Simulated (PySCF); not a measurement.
Compound: C4H10AlB.
SMILES with atom numbers: `[BH2:1][C@H:2]1[CH2:3][CH2:4][CH2:5][AlH:6]1` (hydrogens: H7, H8 on B1; H9 on C2; H10, H11 on C3; H12, H13 on C4; H14, H15 on C5; H16 on Al6)

Method used: core-valence-separated Tamm–Dancoff BHandHLYP/aug-pcX-1 (pcseg-1 on H, def2-SVPD on Al) in PySCF, non-relativistic, gas phase, PBE0-D3(BJ)/def2-SVP geometry.

Computed carbon K-edge spectrum, Gaussian lines of 0.4 eV full width, highest printed point 100; it ends one width below the last computed root. No shift to experiment was applied.

photon energy (eV), absorption and a bar:
```
    282.1          1 
    282.2          2 #
    282.3          8 ##
    282.4         17 #####
    282.5         26 ########
    282.6         28 ########
    282.7         22 #######
    282.8         12 ####
    282.9          5 #
    283.0          1 
    283.1          0 
    283.2          0 
    283.3          1 
    283.4          2 
    283.5          3 #
    283.6          3 #
    283.7          4 #
    283.8          6 ##
    283.9         13 ####
    284.0         21 ######
    284.1         26 ########
    284.2         24 #######
    284.3         19 ######
    284.4         17 #####
    284.5         16 #####
    284.6         15 ####
    284.7         11 ###
    284.8          8 ##
    284.9          8 ##
    285.0         10 ###
    285.1         17 #####
    285.2         33 ##########
    285.3         60 ##################
    285.4         88 ##########################
    285.5        100 ##############################
    285.6         90 ###########################
    285.7         72 ######################
    285.8         62 ###################
    285.9         62 ##################
```

**Question.** Where are the maxima, and which lines make them up?

**Answer.** 3 maxima:
- 282.6 eV: C2 (sp3 carbon bound to boron), 282.58 eV, f = 0.024, 100 % of the height at the exact maximum
- 284.1 eV: C2 (sp3 carbon bound to boron), 284.10 eV, f = 0.021, 96 % of the height at the exact maximum
- 285.5 eV: C5 (ring CH2 carbon), 285.47 eV, f = 0.024, 28 % of the height at the exact maximum; C5 (ring CH2 carbon), 285.41 eV, f = 0.026, 26 % of the height at the exact maximum; C4 (ring CH2 carbon), 285.49 eV, f = 0.017, 20 % of the height at the exact maximum; C3 (ring CH2 carbon), 285.57 eV, f = 0.012, 14 % of the height at the exact maximum

Further lines of some strength in the range: C5, 283.57 eV, f = 0.003; C5, 284.51 eV, f = 0.012; C2, 285.07 eV, f = 0.006; C2, 285.66 eV, f = 0.014; C5, 285.86 eV, f = 0.003.

Roots within 0.03 eV on the same or equivalent atoms count as one line; shares under 12 % aren't listed.

Vibrational structure and lifetime widths aren't in the curve. The ionisation threshold wasn't computed; near and above it a finite basis only mimics Rydberg series and continuum.

One conformer stands for the species.
